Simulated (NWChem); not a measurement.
# C4H4ClF; SMILES C1[C@H](C(=C1)Cl)F

```xyz
10

F      1.5192     1.2919     0.2655
C      0.4046     0.9472    -0.4371
C     -0.9067     1.6756    -0.0357
C     -1.4692     0.2984     0.2412
C     -0.3037    -0.3107    -0.0188
Cl     0.2327    -1.9293     0.0056
H      0.6420     0.9986    -1.5138
H     -0.7595     2.3056     0.8551
H     -1.3956     2.2657    -0.8282
H     -2.4651    -0.0613     0.5046
```
Atoms are numbered in this order, from 1.

Coordinates come from a PBE0/def2-SVP optimisation.

**Question.** List the 4 lowest vertical singlet excitations from PBE/def2-SVP, full TDDFT (NWChem).

**Answer.** 
```csv
state,energy (eV),oscillator strength,leading excitation (squared amplitude)
S1,5.97,0.003,HOMO−1 → LUMO (0.97)
S2,6.24,0.156,HOMO → LUMO (0.87)
S3,6.45,0.009,HOMO−2 → LUMO (0.98)
S4,7.02,0.001,HOMO−3 → LUMO (0.95)
```
